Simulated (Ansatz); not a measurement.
Cd2Te⁺ (the lowest doublet isomer of a short search). Total charge 1; doublet. Geometry PBE-D4/def2-TZVP, basis def2-TZVP, Ansatz.

```csv
atom,x (Å),y (Å),z (Å)
Cd1,-1.0172,-1.7080,1.4049
Cd2,1.4930,1.8158,-0.6322
Te3,-0.4757,-0.1078,-0.7727
```

| run | HOMO (eV) | LUMO (eV) |
| --- | --- | --- |
| A | -11.61 | -6.86 |
| B | -9.78 | -9.05 |
| C | -9.52 | -8.92 |
| D | -10.13 | -8.44 |
| E | -11.90 | -6.86 |

In the def2 sets Cd, Te take a core potential; there is no spin–orbit coupling. LC-ωPBE has ω = 0.4 bohr⁻¹. Another isomer (doublet) lies 0.09 eV lower at PBE0-D4/def2-TZVP.

HOMO and LUMO are taken over both spins.

Task: The runs used LC-ωPBE, PBE0, r2SCAN, revPBE, ωB97X-V. Estimate which is which.

Result: A ωB97X-V (range-separated); B r2SCAN (0 % exact exchange); C revPBE (0 % exact exchange); D PBE0 (25 % exact exchange); E LC-ωPBE (range-separated). Exact exchange lowers occupied and raises empty levels; among semilocal functionals meta-GGAs tend to open the gap a little, and such runs are hard to tell apart. The gap grows from 0.60 eV (revPBE) to 5.04 eV (LC-ωPBE).
